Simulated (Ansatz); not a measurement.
Ga, charge +2, quartet (a state made from the parent by changing its charge; the spin is typed, not shown lowest).

The Ansatz (a program for electronic structure) input:
Ansatz 0.2 input:
```yaml
crystal:
  periodic: [false, false, false]
  atoms:
    - {symbol: Ga, position_ang: [0.00000000, 0.00000000, 0.00000000]}
basis:
  gaussian:
    orbitals: aug-cc-pVDZ
hamiltonian:
  xc: b3lyp
total_charge: 2
magnetization: {spin_polarized: true, initial_magnetization: 3}
```

Task: What does this run give for the number of basis functions, <S^2>, total energy?

Result: 
| Quantity | Value |
|---|---|
| number of basis functions | 36 |
| <S^2> | 3.750 |
| total energy | -1922.8723 Eh |
